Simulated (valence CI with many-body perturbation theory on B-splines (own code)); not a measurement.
# Which ion has this spectrum?

A relativistic CI+MBPT calculation for an atom or ion with 14 electrons gives these levels (cm⁻¹):

```tsv
J	Parity	E	g
0	even	0	
1	even	4185	1.50
2	even	9435	1.48
2	even	32652	1.02
0	even	68040	
2	odd	161219	2.00
1	odd	220960	0.51
2	odd	221057	1.17
3	odd	222085	1.33
0	odd	254053	
1	odd	254265	1.49
2	odd	254448	1.48
2	odd	279963	1.01
1	odd	328365	1.86
```

The energies are calculated, with errors of perhaps 100 cm⁻¹, more in some levels.

Task: Which is it?
A. Cr10+
B. Sc7+
C. V9+
D. Ca6+

Result: C. V9+, ground level 3s2.3p2 3P_0.
